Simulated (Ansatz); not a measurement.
Calculated with Ansatz (gas phase, PBE0-D4/def2-TZVP geometries, no zero-point term in ΔE). CCSD(T)/CBS adds triple-zeta CCSD(T) − MP2 to the extrapolated MP2 energy (def2 sets, frozen cores). DFT in def2-TZVPP. B3LYP here is the variant with VWN-RPA as its local correlation; programs differ in this. Each species was taken in one conformer, which may not be the lowest.

`CC1OC[SiH2]1` → `CC(C)[Si]O`  (isomerisation)

`CC1OC[SiH2]1`:

Z-matrix (Å, degrees):
```
C
C 1 1.505
H 1 1.094 2 110.6
H 1 1.093 2 110.3 3 119.4
H 1 1.092 2 111.4 3 -120.2
O 2 1.451 1 111.0 3 58.8
Si 2 1.899 1 122.7 3 161.7
H 2 1.100 1 110.0 3 -62.2
C 6 1.442 2 104.0 1 140.5
H 7 1.489 2 114.6 1 -15.5
H 7 1.490 2 120.6 1 117.6
H 9 1.092 6 110.4 2 -137.6
H 9 1.097 6 111.3 2 101.6
```

`CC(C)[Si]O`:

Cartesian coordinates in Å:
```
C -0.805 0.053 -0.896
C 0.454 0.315 -0.085
C 0.142 1.009 1.244
Si 1.595 -1.192 0.286
O 0.801 -2.447 -0.443
H -0.584 -0.383 -1.876
H -1.486 -0.625 -0.369
H -1.367 0.974 -1.082
H 1.111 0.989 -0.659
H 1.046 1.196 1.832
H -0.526 0.401 1.862
H -0.352 1.973 1.085
H -0.028 -2.263 -0.899
```

| level | ΔE (eV) |
| --- | --- |
| B3LYP-D4 | -1.56 |
| CCSD(T)/def2-TZVPP | -1.59 |
| MP2/def2-QZVPP | -1.60 |
| MP2/CBS(def2) | -1.60 |

Problem. What does CCSD(T)/CBS give? (Estimate.)

Solution. The calculation gave: -1.59 eV. The listed levels differ from it by 0.03, 0.00, -0.01, -0.01 eV.

Largest T1 diagnostic among the species: 0.013.

In def2-TZVPP, CCSD(T) changes the Hartree–Fock value by −0.09 eV (the triples alone add +0.01 eV) and MP2 by −0.10 eV. The D4 term adds −0.03 eV with B3LYP and −0.02 eV with PBE0; it sums over pairs of atoms, weighted by their polarisabilities, and B3LYP, whose exchange is more repulsive, gets the larger term.
